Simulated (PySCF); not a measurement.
## Exercise with solution: refractive index and permittivity of the vapour

CH6Ge, SMILES [CH3][GeH3].

Geometry optimised at B3LYP-D3(BJ)/def2-TZVP.

PySCF with ωB97X/def2-TZVPD gives a mean static polarisability of 46.9 bohr³ and a dipole moment of 0.68 D. Take an ideal gas at 298.15 K and 1 bar, whether or not the substance is that volatile.

Task: Work out n − 1 in the optical limit and the static ε − 1.

Result: 
Polarisability volume α' = 46.9 × 0.148185 = 6.95 Å³. Number density N = p/kT = 2.43e-5 Å⁻³.
Dilute limit of Lorentz–Lorenz: n − 1 = 2π N α' = 0.0011.
Orientation term of Debye: μ²/(3kT) = 8.098 Å³ × μ²(D²) = 3.74 Å³.
ε − 1 = 4π N (α' + μ²/3kT) = 0.0033. Orientation of the dipole supplies 35 % of the static response; it can't follow optical fields. Vibrational polarisation and dispersion are left out.
